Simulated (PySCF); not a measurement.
Job file and geometry (Å, from GFN2-xTB) of an NMR shielding run on SMILES NB1C[C@H](CF)CN1, C₄H₁₀BFN₂, GIAO PBE0/pcSseg-1 NMR shielding, non-relativistic, gas phase (PySCF); density fitting, a coarse starting grid and PySCF grid level 2 are the driver's defaults:

```
$ OMP_NUM_THREADS=1 python probes_run.py task.json out

{"job": {"kind": "nmr", "xc": "PBE0", "basis": "pcSseg-1"}, "charge": 0, "multiplicity": 1}
N      2.866189     0.183827     0.263179
B      1.497046    -0.023060     0.070008
C      0.284941     0.833427     0.662036
C     -0.893342     0.373654    -0.212903
C     -2.244464     0.441497     0.485824
F     -2.273742    -0.364506     1.600603
C     -0.522282    -1.049396    -0.667935
N      0.924575    -1.050486    -0.692688
H      3.576313    -0.411221    -0.123529
H      3.234602     0.942022     0.806584
H      0.389945     1.917202     0.641625
H      0.094391     0.547146     1.698211
H     -0.954728     1.018357    -1.095366
H     -2.457090     1.458281     0.833107
H     -3.053686     0.094200    -0.166836
H     -0.941985    -1.282848    -1.653595
H     -0.904794    -1.786888     0.052824
H      1.369352    -1.834892    -1.137444
```

Task: What does the program print?

Result: 
```
coarse grid: 14840 points
cycle   1  E = -392.1043113630  dE =  1.061e+00  |g| = 6.649e-01  |ddm| = 3.648e+00
cycle   2  E = -392.0601283173  dE =  4.418e-02  |g| = 8.516e-01  |ddm| = 1.158e+00
cycle   3  E = -392.1968674136  dE = -1.367e-01  |g| = 6.472e-02  |ddm| = 6.711e-01
cycle   4  E = -392.1974246070  dE = -5.572e-04  |g| = 3.467e-02  |ddm| = 6.619e-02
cycle   5  E = -392.1976545660  dE = -2.300e-04  |g| = 6.554e-03  |ddm| = 2.958e-02
cycle   6  E = -392.1976623406  dE = -7.775e-06  |g| = 1.800e-03  |ddm| = 5.438e-03
final grid: 143352 points
cycle   7  E = -392.2452641326  dE = -4.785e-05  |g| = 1.009e-02  |ddm| = 2.930e-02
cycle   8  E = -392.2452526136  dE =  1.152e-05  |g| = 1.270e-02  |ddm| = 1.644e-02
cycle   9  E = -392.2452868921  dE = -3.428e-05  |g| = 7.980e-04  |ddm| = 9.035e-03
cycle  10  E = -392.2452869855  dE = -9.341e-08  |g| = 2.763e-04  |ddm| = 7.789e-04
cycle  11  E = -392.2452869966  dE = -1.113e-08  |g| = 5.605e-05  |ddm| = 1.968e-04
cycle  12  E = -392.2452869972  dE = -5.493e-10  |g| = 2.155e-05  |ddm| = 5.283e-05
converged SCF energy = -392.2452869972

GIAO shielding tensors (ppm)
atom      isotropic    diamagn.    paramagn.     s11        s22        s33       span
  0 N      210.270     314.072    -103.803    161.639    217.384    251.786     90.146
  1 B       70.735     194.442    -123.707     45.531     69.090     97.585     52.055
  2 C      169.983     252.504     -82.521    148.111    177.111    184.727     36.615
  3 C      141.855     249.520    -107.665    126.886    142.475    156.205     29.319
  4 C      100.805     239.094    -138.288     65.830     87.359    149.228     83.398
  5 F      435.689     474.775     -39.087    406.712    432.995    467.359     60.647
  6 C      136.044     245.801    -109.757    105.240    134.112    168.780     63.540
  7 N      183.940     321.180    -137.240    128.584    176.950    246.286    117.702
  8 H       29.458      29.364       0.094     22.935     26.344     39.096     16.161
  9 H       29.380      29.934      -0.554     22.845     26.913     38.382     15.537
 10 H       31.085      32.326      -1.241     26.680     28.961     37.615     10.935
 11 H       30.396      32.039      -1.643     25.586     30.354     35.248      9.663
 12 H       29.642      32.606      -2.964     26.092     27.506     35.328      9.235
 13 H       27.001      28.197      -1.196     22.456     26.867     31.681      9.225
 14 H       26.983      27.915      -0.933     22.301     26.963     31.684      9.384
 15 H       28.506      30.406      -1.899     23.759     27.196     34.564     10.805
 16 H       28.037      30.561      -2.524     23.287     27.596     33.228      9.941
 17 H       29.606      32.308      -2.702     22.206     27.783     38.828     16.622
```

Size and cost of the density-fitted run: 186 basis functions, 43 s wall time on 1 thread of an Arm Neoverse N1, shared host; peak memory 0.83 GiB.
